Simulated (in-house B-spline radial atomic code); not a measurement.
Successive ionisation energies of thallium; each step leads to the configuration of the next row (after the last: [Kr] 4d10 4f2). Dirac energy differences include first-order Breit, QED and recoil terms. NIST's values go from ground level to ground level; the uncertainty of those that are theory runs from under 0.1 % in few-electron ions to several per cent in heavy many-electron ones. Computed with a radial B-spline atomic code at the basis-set limit: Dirac-Hartree-Fock, average of the configuration, finite nuclei.

```json
{"ion": "Tl15+", "configuration": "[Kr] 4d10 4f14 5s2 5p4", "ionisation energy (eV)": "362.0", "tabulated value (eV)": "366", "tabulated kind": "tabulated theory", "computed minus tabulated (eV)": "-4.0", "highest orbital": "5p3/2", "largest mean radius (bohr)": "0.92381"}
{"ion": "Tl16+", "configuration": "[Kr] 4d10 4f14 5s2 5p3", "ionisation energy (eV)": "387.0", "tabulated value (eV)": "392", "tabulated kind": "tabulated theory", "computed minus tabulated (eV)": "-5.0", "highest orbital": "5p3/2", "largest mean radius (bohr)": "0.91385"}
{"ion": "Tl17+", "configuration": "[Kr] 4d10 4f14 5s2 5p2", "ionisation energy (eV)": "412.3", "tabulated value (eV)": "439", "tabulated kind": "tabulated theory", "computed minus tabulated (eV)": "-26.7", "highest orbital": "5p3/2", "largest mean radius (bohr)": "0.90426"}
{"ion": "Tl18+", "configuration": "[Kr] 4d10 4f14 5s2 5p1", "ionisation energy (eV)": "438.0", "tabulated value (eV)": "467", "tabulated kind": "tabulated theory", "computed minus tabulated (eV)": "-29.0", "highest orbital": "5p3/2", "largest mean radius (bohr)": "0.89502"}
{"ion": "Tl19+", "configuration": "[Kr] 4d10 4f14 5s2", "ionisation energy (eV)": "555.8", "tabulated value (eV)": "520", "tabulated kind": "tabulated theory", "computed minus tabulated (eV)": "35.8", "highest orbital": "5s1/2", "largest mean radius (bohr)": "0.80374"}
{"ion": "Tl20+", "configuration": "[Kr] 4d10 4f13 5s2", "ionisation energy (eV)": "557.3", "tabulated value (eV)": "570", "tabulated kind": "tabulated theory", "computed minus tabulated (eV)": "-12.7", "highest orbital": "5s1/2", "largest mean radius (bohr)": "0.79217"}
{"ion": "Tl21+", "configuration": "[Kr] 4d10 4f13 5s1", "ionisation energy (eV)": "587.4", "tabulated value (eV)": "600", "tabulated kind": "tabulated theory", "computed minus tabulated (eV)": "-12.6", "highest orbital": "5s1/2", "largest mean radius (bohr)": "0.78523"}
{"ion": "Tl22+", "configuration": "[Kr] 4d10 4f13", "ionisation energy (eV)": "670.5", "tabulated value (eV)": "640", "tabulated kind": "tabulated theory", "computed minus tabulated (eV)": "30.5", "highest orbital": "4f7/2", "largest mean radius (bohr)": "0.43607"}
{"ion": "Tl23+", "configuration": "[Kr] 4d10 4f12", "ionisation energy (eV)": "719.0", "tabulated value (eV)": "700", "tabulated kind": "tabulated theory", "computed minus tabulated (eV)": "19.0", "highest orbital": "4f7/2", "largest mean radius (bohr)": "0.42935"}
{"ion": "Tl24+", "configuration": "[Kr] 4d10 4f11", "ionisation energy (eV)": "?", "tabulated value (eV)": "?", "tabulated kind": "tabulated theory", "computed minus tabulated (eV)": "?", "highest orbital": "?", "largest mean radius (bohr)": "?"}
{"ion": "Tl25+", "configuration": "[Kr] 4d10 4f10", "ionisation energy (eV)": "?", "tabulated value (eV)": "?", "tabulated kind": "tabulated theory", "computed minus tabulated (eV)": "?", "highest orbital": "?", "largest mean radius (bohr)": "?"}
{"ion": "Tl26+", "configuration": "[Kr] 4d10 4f9", "ionisation energy (eV)": "871.6", "tabulated value (eV)": "880", "tabulated kind": "tabulated theory", "computed minus tabulated (eV)": "-8.4", "highest orbital": "4f7/2", "largest mean radius (bohr)": "0.4194"}
{"ion": "Tl27+", "configuration": "[Kr] 4d10 4f8", "ionisation energy (eV)": "924.8", "tabulated value (eV)": "930", "tabulated kind": "tabulated theory", "computed minus tabulated (eV)": "-5.2", "highest orbital": "4f7/2", "largest mean radius (bohr)": "0.41618"}
{"ion": "Tl28+", "configuration": "[Kr] 4d10 4f7", "ionisation energy (eV)": "979.1", "tabulated value (eV)": "990", "tabulated kind": "tabulated theory", "computed minus tabulated (eV)": "-10.9", "highest orbital": "4f7/2", "largest mean radius (bohr)": "0.41296"}
{"ion": "Tl29+", "configuration": "[Kr] 4d10 4f6", "ionisation energy (eV)": "1034.5", "tabulated value (eV)": "1060", "tabulated kind": "tabulated theory", "computed minus tabulated (eV)": "-25.5", "highest orbital": "4f7/2", "largest mean radius (bohr)": "0.40977"}
{"ion": "Tl30+", "configuration": "[Kr] 4d10 4f5", "ionisation energy (eV)": "?", "tabulated value (eV)": "?", "tabulated kind": "tabulated theory", "computed minus tabulated (eV)": "?", "highest orbital": "?", "largest mean radius (bohr)": "?"}
{"ion": "Tl31+", "configuration": "[Kr] 4d10 4f4", "ionisation energy (eV)": "1148.5", "tabulated value (eV)": "1170", "tabulated kind": "tabulated theory", "computed minus tabulated (eV)": "-21.5", "highest orbital": "4f7/2", "largest mean radius (bohr)": "0.40343"}
{"ion": "Tl32+", "configuration": "[Kr] 4d10 4f3", "ionisation energy (eV)": "1207.1", "tabulated value (eV)": "1230", "tabulated kind": "tabulated theory", "computed minus tabulated (eV)": "-22.9", "highest orbital": "4f7/2", "largest mean radius (bohr)": "0.4003"}
```

Question: Fill in the row of Tl24+.

Answer: ionisation energy (eV): 768.7; tabulated value (eV): 760; computed minus tabulated (eV): 8.7; highest orbital: 4f7/2; largest mean radius (bohr): 0.42587.

Question: Fill in the row of Tl25+.

Answer: ionisation energy (eV): 819.6; tabulated value (eV): 820; computed minus tabulated (eV): -0.4; highest orbital: 4f7/2; largest mean radius (bohr): 0.42264.

Question: Fill in the row of Tl30+.

Answer: ionisation energy (eV): 1090.9; tabulated value (eV): 1110; computed minus tabulated (eV): -19.1; highest orbital: 4f7/2; largest mean radius (bohr): 0.40659.

Where a p, d or f electron is removed, the computed value is a mean over both j, so it misses the tabulated one by a part of the spin-orbit splitting; averaging over terms and missing correlation add to the gap, relatively most at low charge.
